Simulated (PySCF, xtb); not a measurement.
C4H3ClF2, SMILES C(Cl)(F)=C=C(C)F.

Harmonic wavenumbers (cm⁻¹) from GFN2-xTB in xtb 6.7.1 at its own minimum, in rising order: 88, 96, 130, 132, 281, 380, 416, 429, 473, 523, 592, 833, 970, 1012, 1042, 1164, 1380, 1433, 1440, 1470, 2050, 3015, 3027, 3079.

Task: What does B3LYP-D3(BJ)/def2-SVP in PySCF give at its own minimum? (An estimate is asked for; the answer gives what the named calculation found.)

Result: 91, 100, 135, 183, 308, 419, 453, 495, 548, 605, 635, 875, 1002, 1041, 1129, 1232, 1393, 1430, 1441, 1511, 2100, 3035, 3107, 3163. Paired by order, the mean absolute difference is 41 cm⁻¹ and the zero-point energies are 36.4 and 37.8 kcal/mol.
